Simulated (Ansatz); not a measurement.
Reaction (atomization): `B1OCO1` → B• + C• + 3 H• + 2 O•

Calculated with Ansatz (gas phase, PBE0-D4/def2-TZVP geometries, no zero-point term in ΔE). CCSD(T)/CBS is the MP2 limit (def2-TZVPP, def2-QZVPP) plus CCSD(T) − MP2 in def2-TZVPP, frozen cores. This one scheme is used for every species, atoms too. DFT in def2-TZVPP. HSE06 is defined as in plane-wave codes. No spin–orbit coupling; open shells (•) take unrestricted orbitals. Spin–orbit coupling would lower the free atoms: a little for B, C, O.

```json
{"level": "BLYP-D4", "ΔE (eV)": "31.02"}
{"level": "r2SCANh-D4", "ΔE (eV)": "30.85"}
{"level": "r2SCAN0-D4", "ΔE (eV)": "30.42"}
{"level": "CAM-B3LYP-D4", "ΔE (eV)": "31.13"}
{"level": "ωB97X-V", "ΔE (eV)": "31.02"}
{"level": "PBE", "ΔE (eV)": "31.85"}
{"level": "HSE06", "ΔE (eV)": "31.03"}
{"level": "CCSD/CBS(def2)", "ΔE (eV)": "30.32"}
```

Problem. What does CCSD(T)/CBS give? (Best estimate.)

Solution. Computed: +30.88 eV. The listed levels differ from it by 0.14, -0.03, -0.46, 0.25, 0.14, 0.97, 0.15, -0.56 eV.

Largest T1 diagnostic among the species: 0.015.

The D4 term adds +0.15 eV with B3LYP and +0.08 eV with PBE0; it sums over pairs of atoms, weighted by their polarisabilities, and B3LYP, whose exchange is more repulsive, gets the larger term. From r2SCAN to r2SCAN0 (25 % exact exchange), in def2-TZVPP and without D4, ΔE moves by −0.73 eV: exact exchange takes away binding that semilocal exchange gives to molecules.

B3LYP here is the variant with VWN-RPA as its local correlation; programs differ in this.

For atomizations the MP2-based limit and the directly extrapolated one differ by several kJ/mol either way, and by 10 to 25 for some Ge, Se and Sn compounds, so smaller differences from it don't rank the levels.
